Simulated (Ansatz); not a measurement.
C2H7BSSi can be A, `S[SiH]1BCC1`, or B, `[SiH3]CBC=S`.

Computed with Ansatz on PBE0-D4/def2-TZVP structures; ΔE is electronic, products minus reactants. CBS: MP2 limit from def2 TZ/QZ plus the TZ coupled-cluster correction, frozen cores. Functionals use def2-TZVPP. B3LYP here is the variant with VWN-RPA as its local correlation; programs differ in this. Each species was taken in one conformer, which may not be the lowest.

A:

```xyz
12

S    -1.596    0.062   -2.068
Si    0.124   -0.608   -0.968
B     1.142    1.014   -0.311
C     0.346    0.829    1.028
C    -0.136   -0.645    0.914
H    -2.288   -1.083   -1.935
H     0.684   -1.832   -1.613
H     1.979    1.810   -0.607
H     0.786    1.138    1.981
H    -0.521    1.500    0.871
H    -1.115   -0.864    1.341
H     0.594   -1.322    1.367
```

B:

Z-matrix (Å, degrees):
```
Si
C 1 1.889
H 1 1.485 2 110.8
H 1 1.490 2 108.6 3 119.2
H 1 1.484 2 110.9 3 -121.8
B 2 1.550 1 110.5 3 49.6
H 2 1.094 1 106.5 3 174.5
H 2 1.095 1 104.8 3 -69.7
C 6 1.539 2 122.4 1 90.3
H 6 1.199 2 120.4 1 -85.7
S 9 1.620 6 105.4 2 -90.5
H 9 1.091 6 132.0 2 88.1
```

(1) Which is lower in electronic energy at CCSD(T)/CBS, and by how much? (An estimate is asked.)

(2) Give E(B) − E(A) in kcal/mol with MP2/def2-TZVPP, CCSD(T)/def2-TZVPP, B3LYP, PBE-D4, r2SCAN-D4, ωB97M-V, PBE0-D4. (Best estimate.)

Largest T1 diagnostic: 0.017.

## Answers

(1) The calculation gave: A, by 8.4 kcal/mol.

(2) Ansatz gave: MP2/def2-TZVPP 8.3, CCSD(T)/def2-TZVPP 7.2, B3LYP 5.4, PBE-D4 9.1, r2SCAN-D4 8.5, ωB97M-V 9.6, PBE0-D4 12.7. None reverses the order clearly.

From PBE to PBE0 (25 % exact exchange), in def2-TZVPP and without D4, E(B) − E(A) moves by +3.6 kcal/mol.
